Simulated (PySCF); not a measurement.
BP86 on Sn- (tin, charge -1), [Kr] 4d10 5s2 5p3, high-spin 4S determinant. Computed with PySCF 2.14 in aug-cc-pVTZ-DK3 (8s7p5d2f, 68 functions), with scalar relativity by spin-free X2C-1e.

```
cycle= 1 E= -6177.03729502053  delta_E= -0.0115  |g|= 0.03  |ddm|= 0.475
cycle= 2 E= -6177.03750883311  delta_E= -0.000214  |g|= 0.0143  |ddm|= 0.133
cycle= 3 E= -6177.03768202812  delta_E= -0.000173  |g|= 0.00494  |ddm|= 0.0654
cycle= 4 E= -6177.03770829436  delta_E= -2.63e-05  |g|= 0.000822  |ddm|= 0.0146
cycle= 5 E= -6177.03770855415  delta_E= -2.6e-07  |g|= 4.75e-05  |ddm|= 0.000998
cycle= 6 E= -6177.03770855747  delta_E= -3.33e-09  |g|= 9.31e-07  |ddm|= 0.000263
cycle= 7 E= -6177.03770855748  delta_E= -5.46e-12  |g|= 4.42e-08  |ddm|= 1.78e-05
converged SCF energy = -6177.03770855748  <S^2> = 3.7507761  2S+1 = 4.000388
```

Highest occupied orbital energy: 0.886 eV; ⟨L²⟩ = 0.00; populations by l: s 10.00, p 21.00, d 20.00, f 0.00.

Can this result be used?

With care. The run converged. At BP86 the highest occupied level has a positive energy, so only the finite basis holds that electron; in a semilocal or global hybrid functional this comes from self-interaction and does not mean that the real anion is unbound.
